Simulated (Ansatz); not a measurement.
VO(OH)3 (VO₄H₃), relaxed as a singlet with RKS PBE0-D4/def2-SVP in Ansatz, starting from the GFN2-xTB geometry. Force threshold 0.02 eV/Å.

Start:

Cartesian coordinates in Å:
```
V -0.010 0.125 -0.019
O -0.132 1.619 -0.262
O 1.546 -0.212 0.344
H 2.453 0.067 0.485
O -0.463 -0.653 -1.383
H -0.775 -0.633 -2.290
O -0.991 -0.275 1.224
H -1.627 -0.038 1.901
```

Estimate the energy that the relaxation releases and the steps that it takes.

23.0 kcal/mol, in 8 steps; 26 s on 4 threads of Arm Neoverse N1 on a shared host. No frequencies were taken in this run, so the end may be a saddle point.

Does the start keep its bonding and symmetry?

By distances, no bond broke or formed. The bond that changes most is V1–O3, from 1.63 to 1.75 Å (atoms count from 1). Point group C3v at the start, C3v at the end, both within 0.05 Å.

Predict the relaxed structure.


Cartesian coordinates in Å:
```
V -0.001 0.007 -0.001
O -0.124 1.529 -0.244
O 1.662 -0.377 0.391
H 2.343 0.304 0.431
O -0.482 -0.845 -1.453
H -0.768 -0.375 -2.245
O -1.045 -0.446 1.329
H -1.586 0.204 1.792
```
Bond lengths: 4 × O–V 1.55 to 1.75 Å; 3 × H–O 0.96 Å.
